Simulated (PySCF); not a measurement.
## Radial density of Cl⁺ (chlorine, charge +1)

UHF, [Ne] 3s2 3p4, high-spin 3P determinant. Computed with PySCF 2.14 in def2-TZVP (5s5p2d1f, 37 functions), with no relativity, point nucleus.

```tsv
r (bohr)	4πr²ρ (e/bohr)	4πr²(ρα − ρβ)
0.00172	0.1124	0.0000
0.00289	0.3069	0.0000
0.00486	0.8095	0.0001
0.00818	2.050	0.0002
0.0138	4.796	0.0006
0.0231	9.897	0.0020
0.0389	16.48	0.0073
0.0654	19.57	0.0307
0.110	15.26	0.1141
0.185	14.13	0.2729
0.311	19.44	0.2582
0.524	11.05	-0.0158
0.881	3.546	0.6503
1.48	4.154	1.3673
2.49	1.176	0.4229
4.19	0.04969	0.0161
7.05	6.294e-05	0.0000
```

Task: Where is the radial spin density 4πr²(ρα − ρβ) most negative, and why is it negative at all?

Result: Around r = 0.524 bohr, down to -0.0158 e/bohr: exchange with the open shell polarises the paired shells in an unrestricted calculation.
